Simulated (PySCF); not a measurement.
PySCF input:

```python
from pyscf import gto, scf, dft

mol = gto.M(
    atom='''
    C     1.63505756   -0.21015665   -0.04690704
    C     1.27372635    0.89967921   -0.74482816
    C    -0.15620186    0.95564228   -0.61866444
    C    -0.58129060   -0.10841175    0.13864972
    N     0.55203679   -0.82850438    0.48873924
    C    -1.94188618   -0.52697741    0.57295491
    H     1.91174909    1.58469232   -1.27401518
    H    -0.79584568    1.71033815   -1.04822920
    H     0.56602719   -1.66479431    1.04416204
    H    -2.20561496   -1.52073483    0.19895510
    H    -2.67868220    0.17723033    0.18812279
    H    -2.03832255   -0.54585500    1.66259990
    ''',
    basis='def2-tzvpd',
    charge=0,
    spin=1,
    verbose=4,
)

mf = scf.UHF(mol).density_fit(auxbasis='def2-universal-jkfit')
mf.conv_tol = 1e-9
mf.max_cycle = 100
mf.max_memory = 1500
mf.kernel()
if not mf.converged:
    mf = mf.newton()
    mf.kernel(mf.make_rdm1())
for _ in range(2):
    mo, _, stable, _ = mf.stability(return_status=True)
    if stable:
        break
    mf.kernel(mf.make_rdm1(mo, mf.mo_occ))
mf.analyze()
```

**Question.** What final total energy does it print?

**Answer.** -247.28564 Eh (HF/def2-TZVPD).

It need not be the lowest isomer of its formula.

The determinant is spin-contaminated: <S^2> is 0.97 against 0.75 for a pure state.
